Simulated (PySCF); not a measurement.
Which determinant of SbCl⁺ lies lowest?

Unrestricted PBE0; PySCF, scalar-relativistic core potentials, basis sets Sb def2-SVP with ECP28, Cl def2-SVP. Outer shells of the fragments: Sb+ 4d10 5s2 5p2; Cl 3s2 3p5.

Followed along the bond (rough minima from three points):

```csv
2Ms+1,unpaired,⟨S²⟩ at the start,R at minimum (Å),Te (eV)
2,π ↑,0.76,2.28,0.00
4,π ↑↑↑,3.76,none in the scan,≤ 2.49
```

Solutions found at the starting distance of 2.435 Å, counted from the lowest of them; the search is not exhaustive and high or unbound solutions are not listed, so other states can lie among these:

```
2Ms+1   unpaired   term  E (eV)  ⟨S²⟩  ⟨Lz²⟩  μ (D)
    2        π ↑     ²Π    0.00  0.76   1.01  -2.67
    4      π ↑↑↑     ⁴Π    2.58  3.76   1.00   1.71
    2        σ ↑    ²Σ⁺    2.72  0.76   0.00  -2.27
    2      π ↑↑↓  mixed    2.94  1.76   3.02   1.72
    4  σ ↑, π ↑↑    ⁴Σ⁻    3.04  3.76   0.00  -0.60
    2  σ ↓, π ↑↑  mixed    3.47  1.76   0.00  -0.20
    2        π ↑  mixed    4.12  0.75   3.01   1.75
    4  σ ↑, π ↑↑  mixed    4.63  3.75   2.01   1.48
    4  σ ↑, π ↑↑  mixed    4.79  3.75   2.01   1.35
    4  σ ↑↑, π ↑     ⁴Π    5.08  3.75   1.01  -0.40
    2  σ ↓, π ↑↑  mixed    5.11  1.76   2.01   1.48
```

A term symbol is given only where ⟨S²⟩ and ⟨Lz²⟩ are close to those of a pure state; real π, δ and φ orbitals otherwise mix terms. A positive dipole points towards Cl; it is taken about the centre of mass and depends on that origin.

Spin–orbit coupling is left out. Counting both spins, an empty level lies below a filled one in some of these solutions, because spin and occupation are held.
